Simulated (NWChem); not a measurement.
System: HfH2F2; SMILES [F][HfH2][F]

```xyz
5

Hf     0.0000     0.0000    -0.1751
F      1.6017     0.0000     0.8401
F     -1.6017     0.0000     0.8401
H      0.0000    -1.4915    -1.2578
H      0.0000     1.4915    -1.2578
```
Atoms are numbered in this order, from 1.

Computed with NWChem. All runs use the structure optimised with PBE0/def2-SVP. def2 effective core potentials on Hf; no spin-orbit coupling. B3LYP is NWChem's, with the RPA form of VWN correlation. Vertical excitations in the gas phase; the lowest state need not have the same character in each row.

Q: Order these by “lowest excitation, singlet (eV)”, lowest first: LRC-wPBEh/def2-SVP, TDA; PBE/def2-SVP, TDA; B3LYP/def2-SVP, TDA.

A: PBE/def2-SVP, TDA (4.42), B3LYP/def2-SVP, TDA (4.66), LRC-wPBEh/def2-SVP, TDA (4.80)
